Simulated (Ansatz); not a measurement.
This geometry of BFH$_{5}$NSi (9 atoms, charge 0, multiplicity 1) is a first-order saddle point.

Computed with RKS PBE/STO-3G in Ansatz.

```xyz
9
Properties=species:S:1:pos:R:3
B -0.728 1.315 -0.668
Si 0.419 -0.270 -0.382
N 0.401 -0.631 1.391
F -0.093 -1.563 -1.300
H -1.877 1.220 -0.929
H -0.283 2.408 -0.608
H 1.830 -0.039 -0.705
H 0.991 -1.505 1.541
H -0.573 -0.981 1.644
```

(1) Which two structures does it join? (They come from a converged band through this point; their orientation in space is the band's.)

(2) How far does it lie above each of them?

## Answers

(1) No bond is made or broken. The dihedral H6–B1–Si2–F4 goes from 97 to -80°. The two ends are copies of one structure, up to a mirror image or an exchange of like atoms.

First end point:

```xyz
9
Properties=species:S:1:pos:R:3
B -0.723 1.300 -0.681
Si 0.381 -0.302 -0.395
N 0.537 -0.600 1.348
F -0.364 -1.561 -1.207
H -0.671 1.915 -1.688
H -1.523 1.647 0.116
H 1.759 -0.218 -0.891
H 1.092 -1.472 1.567
H -0.399 -0.755 1.813
```

Last end point:

```xyz
9
Properties=species:S:1:pos:R:3
B -0.723 1.301 -0.681
Si 0.382 -0.300 -0.393
N 0.536 -0.602 1.350
F -0.365 -1.555 -1.209
H -1.533 1.641 0.108
H -0.662 1.921 -1.685
H 1.761 -0.217 -0.886
H 1.094 -1.472 1.567
H -0.400 -0.762 1.812
```

(2) 3.5 kJ/mol above the first and 3.5 kJ/mol above the second. This is the barrier of this one path; another mechanism may lie lower. Limits of this set-up: minimal basis.

Time of the run: 72 s on 1 CPU thread of a shared host.
